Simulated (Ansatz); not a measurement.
Single points on Cu5Te4⁻.

```yaml
crystal:
  periodic: [false, false, false]
  atoms:
    - {symbol: Cu, position_ang: [1.043807, 0.175215, 1.132843]}
    - {symbol: Cu, position_ang: [-1.525760, -2.369708, -0.563867]}
    - {symbol: Cu, position_ang: [0.472478, -1.235729, -0.874507]}
    - {symbol: Cu, position_ang: [0.182113, 1.279059, -0.889865]}
    - {symbol: Cu, position_ang: [-1.423644, -0.294255, 0.428802]}
    - {symbol: Te, position_ang: [-3.074814, 0.962123, 1.841428]}
    - {symbol: Te, position_ang: [2.952932, -0.996007, -0.016196]}
    - {symbol: Te, position_ang: [1.891188, 0.298001, -2.455845]}
    - {symbol: Te, position_ang: [-0.518309, 2.181311, 1.397197]}
basis:
  gaussian: {orbitals: def2-SVP, initial_orbitals: start.molden}
total_charge: -1
hamiltonian: {xc: pbe0, dispersion: d4}
scf: {omitted_lower_state_checks: [starts]}
output: {orbitals: {seedname: orbitals}}
```

The file start.molden holds the orbitals of an earlier run on this structure, at another level or in another basis.

```sh
$ ansatz run in.yaml --threads 4 --pin off --events-out ev --progress --plain --max-ram 6963MiB
```

Shortened log:

```
Functional definition: PBE0
3062 factors; integrals over basis functions are off by at most 7.2e-4 eV
mean field evaluation 1: about -252267.8847 eV, gradient 2.2e2 eV
mean field evaluation 2: about -252295.0243 eV, gradient 3.8e1 eV
mean field evaluation 4: about -252324.1151 eV, gradient 1.2e1 eV
mean field evaluation 8: about -252325.3451 eV, gradient 3.2e-3 eV
mean field -252325.34508977 eV, -9272.7853997873 hartree, gradient 4.0e-5 eV, S^2 0.000000; 0 other end points of the search recorded, 0 dependent functions left out
reference -252325.34513072 eV, -9272.7854012923 hartree; 121, 121 occupied and 138, 138 virtual orbitals, 3062 factors
Total energy: -252326.30697004 eV, -9272.8207482353 hartree
Checks for a lower state left out: starts
```

It took 39 s on 4 threads of Arm Neoverse V1 on a shared host, peak host memory 1.6 GiB.

The first input with `hamiltonian: {xc: pbe, dispersion: d4}`, `output: {forces: true, orbitals: {seedname: orbitals}}` (abridged; 15 s):

```
Functional definition: PBE
mean field -252323.61797897 eV, -9272.7219296359 hartree, gradient 1.2e-5 eV, S^2 0.000000
Total energy: -252324.70680973 eV, -9272.7619434286 hartree
Atom 0 force     0.002747     0.012179     0.008407 eV/Å
Atom 1 force    -0.005149    -0.013229    -0.003176 eV/Å
Atom 2 force     0.009998     0.008182     0.000445 eV/Å
Atom 3 force     0.001489    -0.010653     0.009064 eV/Å
Atom 4 force     0.010124     0.001038     0.012174 eV/Å
Atom 5 force    -0.006850     0.007608    -0.005347 eV/Å
Atom 6 force    -0.014030    -0.008811    -0.013115 eV/Å
Atom 7 force     0.008356     0.005198    -0.009215 eV/Å
Atom 8 force    -0.006684    -0.001512     0.000764 eV/Å
Dipole moment:     0.183157    -0.186857    -0.176192 e Å
Checks for a lower state left out: starts
```

As the first input, with `hamiltonian: {xc: r2scan, dispersion: d4}` (abridged; 31 s):

```
Functional definition: r2SCAN
mean field -252368.14780621 eV, -9274.3583706039 hartree, gradient 1.4e-5 eV, S^2 0.000000
Total energy: -252368.37313251 eV, -9274.3666511924 hartree
Checks for a lower state left out: starts
```

Geometry: PBE-D4/def2-SVP.

In the def2 sets Te takes a core potential; there is no spin–orbit coupling. Another isomer (singlet) lies 3.27 eV lower at PBE0-D4/def2-SVP; other spin states weren't run for this one.
